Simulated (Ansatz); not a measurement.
Task: Name a neutral molecule of Br, C, Sn and H with HOMO–LUMO gap (B3LYP/def2-TZVPP) between 3.20 and 3.50 eV and LUMO energy (B3LYP/def2-TZVPP) between -3.10 and -2.80 eV (Ansatz, PBE0-D4/def2-TZVP geometry).

Result: `C[CH2][Sn][Br]` (3.21 eV, -3.04 eV); `[CH3][Sn][Br]` (3.45 eV, -3.03 eV). Other molecules can fit too; these were computed, each in one conformer that needn't be the lowest.

B3LYP here is the variant with VWN-RPA as its local correlation; programs differ in this.
